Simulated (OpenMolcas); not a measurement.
Au4+ (d7) among equal point charges was computed by CASSCF with the d shell active (OpenMolcas, ANO-RCC-VDZP on the metal). Its lowest spin-free states, and all those of the highest spin:

```
2S+1  Degeneracy  E (cm-1)
   4           3       0.0
   4           3      4574
   4           1      9985
   2           2     13631
   2           3     17171
   2           3     17382
   4           3     18249
   2           1     20242
   2           3     21791
   2           3     23850
   2           3     24080
   2           2     25742
```

Is the site octahedral, tetrahedral or cube-like, axial, or of lower symmetry?

The states with 2S+1 = 4 have orbital degeneracies 3, 3, 1, 3. Threefold states need a cubic site. For d7 at this spin an octahedron puts the threefold T1 below the threefold T2 and a tetrahedron or cube puts the single A2 below the threefold T2, so the site is octahedral. The run had Au4+ among 6 point charges of -1 e arranged as an octahedron (Oh), 1.89 Å from the ion.

An orbital triplet at a regular site is open to Jahn-Teller coupling, which can distort the site and quench the lowest spin-orbit gaps and is left out. Without dynamic correlation the repulsion within the d shell is too large (B by tens of per cent), so at a given field states of lower spin stand too high. This shell can be high or low spin here, a state of another spin lies low, and with metal d orbitals alone active their balance is uncertain, so the ground spin may be wrong. Point charges give a weaker field than real ligands, and real ions of this kind are as a rule low spin; the high spin found here belongs to the model. This field is weak: 10Dq is about 5205 cm-1, while octahedral complexes of 5d ions of charge 3 and more, computed by the same method with explicit ligands, had a median near 35000 cm-1. Ground spin and moment need not be those of a real site. Point charges carry no covalency, so the field is a model and not that of real ligands. No measured value stands beside these numbers.
